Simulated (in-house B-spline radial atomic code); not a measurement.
Values are calculated unless marked as measured or tabulated.
**C6 from the polarisability at imaginary frequency: Cu II (Cu+)**

OLYP linear response of the closed shell [Ar] 3d10, from a B-spline radial code for spherical atoms; scalar-relativistic (spin-free one-electron X2C), finite nucleus, no spin-orbit coupling.

The dispersion coefficient of two like species is C6 = (3/π) ∫ α(iu)² du from 0 to ∞.

| u (hartree) | α(iu) (bohr³) |
| --- | --- |
| 0 | 8.124 |
| 0.0849 | 7.716 |
| 0.198 | 6.485 |
| 0.339 | 5.08 |
| 0.566 | 3.669 |
| 0.849 | 2.692 |
| 1.27 | 1.887 |
| 1.98 | 1.203 |
| 2.83 | 0.7993 |
| 4.24 | 0.478 |
| 7.07 | 0.2312 |
| 14.1 | 0.0771 |

Task: Fit one oscillator, α(iu) = α(0)/(1 + u²/ω²), through u = 0.198 and estimate C6.

Result: From α(0)/α(iu) − 1 = 8.124/6.485 − 1 = 0.2527, ω = u/√0.2527 = 0.3938 hartree (10.7 eV). London's formula gives C6 = (3/4) α(0)² ω = 0.75 × 8.124² × 0.3938 = 19.5 hartree·bohr⁶, and the oscillator holds f = α(0) ω² = 1.26 electrons, of a sum of oscillator strengths of 27.9.

Task: How does that compare with the full integral?

Result: The program's quadrature over all excitations gives C6 = 27.25, so the single oscillator is off by -28.5 %. At the last point the fit gives α = 0.00633 against 0.0771: higher excitations, and deeper shells where there are any, keep the true curve higher at large u.
